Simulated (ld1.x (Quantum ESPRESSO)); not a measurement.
thallium (Tl), TM: configuration errors across variants

```json
{
  "Element": "thallium (Tl)",
  "Generator": "ld1.x (Quantum ESPRESSO) 7.5",
  "Type": "norm-conserving Troullier–Martins (Kleinman–Bylander form)",
  "Functional": "revPBE",
  "Relativity": "scalar-relativistic",
  "Frozen core": "[Xe] 4f14",
  "Valence charge": "13",
  "Reference configuration": "5d10 6s2 6p1",
  "Partial waves": "6p (bound): rc 2.05 bohr; 5d (bound): rc 2.05 bohr; 6s (bound): rc 1.80 bohr",
  "Local potential": "the s channel",
  "Core correction": "a·sin(br)/r model core, default radius (core density twice the valence density)"
}
```

All-electron excitation energies from the reference (eV): (1) 5d10 6s2 6p0 5.072; (2) 5d10 6s1 6p0 25.722; (3) 5d10 6s0 6p0 55.697; (4) 5d10 6s0 6p3 15.200; (5) 5d10 6s2 6p1.3 -0.471; (6) 5d10 6s1 6p2 7.407; (7) 5d10 6s1 6p1 13.354.

The default core radius of the base comes out at 0.93 bohr.

4 further variants failed, have other tests or another functional or relativity, and are left out.

A true bound ghost makes a file unfit for plane-wave use even where its test errors are small: the radial tests pick states by their node count and pass the ghost by.

Errors AE − PS in meV (a dash: test not solved or not reliable):

```csv
change,(1),(2),(3),(4),(5),(6),(7),bound ghosts
base,-3.6,-23,-82,-12,+0.3,-3.9,-5.8,none
core correction a·sin(br)/r model core inside 0.98 bohr,-3.6,-23,-82,-12,+0.3,-3.9,-5.8,none
wave 6p (bound): rc 2.05 bohr becomes 6p (bound): rc 2.34 bohr,-4.8,-25,-84,-16,+0.3,-4.5,-5.9,none
wave 5d (bound): rc 2.05 bohr becomes 5d (bound): rc 2.16 bohr,-3.5,-23,-81,-12,+0.3,-3.9,-5.6,none
"all radii but the core radius scaled by about 0.83 (s 1.50, p 1.70, d 1.70 bohr)",-1.6,-5.7,-75,-14,+0.2,-3.0,-3.3,p
```

Problem. Give the same row for: local potential all-electron potential smoothed inside 1.45 bohr (lloc = -2).

Solution. -4.1, -27, -77, +22, +0.4, +0.8, +11; bound ghosts: s.
